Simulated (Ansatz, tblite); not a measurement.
Removing an electron: Rb₄⁻. The state is a doublet with charge -1. Geometry: PBE/def2-TZVPD. Ansatz, gas phase; energy differences of separate SCF runs; the oxidised species is a singlet (the triplet lies 0.08 eV higher at PBE0/def2-TZVPD).

```xyz
4

Rb   -2.206   -0.992    0.559
Rb    2.202    0.990   -0.584
Rb    1.724   -3.743    0.091
Rb   -1.720    3.745   -0.067
```

In the def2 sets Rb takes a core potential; there is no spin–orbit coupling. The xTB rows come from tblite. The structure comes from a short search, and lower isomers may exist.

| level | −HOMO (eV) | vertical IE (eV) | −LUMO (eV) | HOMO–LUMO gap (eV) | remarks |
| --- | --- | --- | --- | --- | --- |
| GFN2-xTB | – | 1.76 | – | – | – |
| PBE0/def2-TZVPD | 0.17 | 0.87 | -0.85 | 1.03 | restricted singlet, untested (singlet) |

Task: Estimate the rows for GFN1-xTB, PBE/def2-TZVPD.

Result: 
| level | −HOMO (eV) | vertical IE (eV) | −LUMO (eV) | HOMO–LUMO gap (eV) | remarks |
| --- | --- | --- | --- | --- | --- |
| GFN1-xTB | – | 8.51 | – | – | – |
| PBE/def2-TZVPD | -0.15 | 0.90 | -0.49 | 0.34 | HOMO above zero (-1 doublet), restricted singlet, untested (singlet) |

Run but left out: r2SCAN/def2-TZVPD (doublet: ⟨S²⟩ 1.28, where a pure state has 0.75).  A HOMO above zero means that the electron is unbound at that level or that self-interaction error raises the level; the energy of removing that electron tells which. HOMO and LUMO are the levels of the spin that leaves or enters (xTB has no such levels and no spin-polarisation term). Other spin states of the ions may lie lower, which would lower the ionisation energy or raise the affinity. Raw xTB energy differences between charge states are shifted by several eV; the methods need an empirical correction for them.
